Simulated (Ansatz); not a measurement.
`C#CSS[SiH2]C`, relaxed with RKS PBE0-D4/def2-TZVP in Ansatz 0.2.0 from a PBE-D4/def2-SVP geometry. The force threshold is 0.005 eV/Å; the program also tests the step.

Total charge 0; spin multiplicity 1.

Start:

```xyz
12

C     1.898   -1.464    2.846
C     0.906   -1.750    2.178
S    -0.415   -2.255    1.262
S    -1.430   -0.428    0.792
Si   -0.282    0.064   -1.000
C    -0.939    1.720   -1.615
H     2.761   -1.206    3.445
H    -0.465   -1.016   -2.030
H     1.173    0.147   -0.628
H    -0.386    2.024   -2.528
H    -2.015    1.654   -1.870
H    -0.805    2.511   -0.851
```

Q: How much energy does the relaxation release, and in how many steps? (Best estimate.)

A: Computed: 10.07 kJ/mol, in 6 steps.

Q: Which bonds change most? (Best estimate.)

A: Computed: S3–S4 from 2.142 to 2.073 Å; S4–Si5 from 2.185 to 2.156 Å; C1–C2 from 1.230 to 1.206 Å; Si5–C6 from 1.885 to 1.865 Å.

Q: Give the relaxed structure. (Best estimate.)

A: Computed: 
```xyz
12

C     1.863   -1.452    2.803
C     0.895   -1.730    2.140
S    -0.419   -2.211    1.223
S    -1.388   -0.428    0.800
Si   -0.269    0.071   -0.974
C    -0.930    1.699   -1.600
H     2.714   -1.201    3.391
H    -0.451   -1.016   -1.969
H     1.167    0.163   -0.608
H    -0.392    1.992   -2.506
H    -1.992    1.625   -1.844
H    -0.798    2.487   -0.856
```
